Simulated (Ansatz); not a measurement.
Consider the atomization: `[I][GaH][I]` → Ga• + H• + 2 I•.

Isolated molecules relaxed with PBE0-D4/def2-TZVP in Ansatz; ΔE leaves out vibrations. CCSD(T)/CBS adds triple-zeta CCSD(T) − MP2 to the extrapolated MP2 energy (def2 sets, frozen cores). This one scheme is used for every species, atoms too. DFT in def2-TZVPP. No spin–orbit coupling; open shells (•) take unrestricted orbitals. Spin–orbit coupling would lower the free atoms: clearly for Ga; strongly for I. def2 core potentials past Kr. For Ga, I outer-core shells are correlated without core-valence functions, so the limit isn't a true one: a few kJ/mol of doubt a bond, and 10 to 20 or more in all where bonds break to atoms. Scalar relativity is left out up to krypton.

Task: What is ΔE at CCSD(T)/CBS? (Best estimate.)

Result: The calculation gave: +203.0 kcal/mol.

Task: What do these levels give: B97M-V, r2SCANh-D4, r2SCAN0-D4, BLYP, r2SCANh, SCS-MP2/def2-QZVPP? (An estimate is asked.)

Result: Computed: B97M-V 196.5, r2SCANh-D4 199.8, r2SCAN0-D4 198.4, BLYP 181.3, r2SCANh 199.0, SCS-MP2/def2-QZVPP 201.7 kcal/mol.

Largest T1 diagnostic among the species: 0.013.

From BLYP to BHLYP (50 % exact exchange), in def2-TZVPP and without D4, ΔE moves by +3.1 kcal/mol. At CCSD(T), def2-SVP lies −19.2 kcal/mol from the extrapolated value and def2-TZVPP −6.9 kcal/mol: correlation converges slowly with the basis, and small sets miss more of it in the bonded molecule than in its fragments.

For atomizations the MP2-based limit and the directly extrapolated one differ by several kJ/mol either way, and by 10 to 25 for some Ge, Se and Sn compounds, so smaller differences from it don't rank the levels.
